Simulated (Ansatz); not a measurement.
Ideal-gas functions of `[F][Ge]([F])([SH])[SH]` at 400 K and 1 bar, from an Ansatz frequency run at PBE0-D4/def2-TZVP.

Molar mass 176.76 g/mol, point group C1 (symmetry number 1), electronic degeneracy 1, moments of inertia 198.239, 295.836, 354.403 u Å². Harmonic wavenumbers (cm⁻¹, unscaled): 110, 118, 161, 177, 196, 227, 257, 405, 460, 712, 729, 758, 776, 2704, 2708.

Use S(trans) = R[1.5 ln M + 2.5 ln T − 1.1517]; rotational temperatures θ = 24.2544 K / I; S(rot) = R[ln(√π/σ · √(T³/θAθBθC)) + 1.5]; for each mode x = 1.438777 ν̃/T, S = R[x/(eˣ − 1) − ln(1 − e⁻ˣ)] and H = RT x/(eˣ − 1); 1 cm⁻¹ = 0.0119627 kJ/mol; R = 8.31446 J/(mol·K).

Question: By hand: the entropy, in J/(mol·K).

Answer: Translation 179.5. Rotation: θ = 0.1223, 0.082, 0.0684 K, giving 122.2. Vibration, mode by mode: 16.08, 15.50, 12.97, 12.21, 11.39, 10.23, 9.26, 5.88, 5.02, 2.45, 2.33, 2.15, 2.04, 0.01, 0.01, in all 107.5. Electronic 0.0. Sum 409.2 J/(mol·K).

Question: By hand: H − E and G − E in kJ/mol, counted from the electronic energy.

Answer: Zero-point energy ½ × 10498 × 0.0119627 = 62.8; thermal vibration 22.1; translation, rotation and pV give 4 RT = 13.3. H − E = 98.2 kJ/mol, and G − E = 98.2 − 400 × 409.2/1000 = -65.5 kJ/mol.

Vibration gives 26 % of the entropy, 31.6 J/(mol·K) of it from the modes under 150 cm⁻¹: soft modes count most, and the harmonic formula is weakest for them. The sum counts one conformer and one mirror image; others add a mixing term.
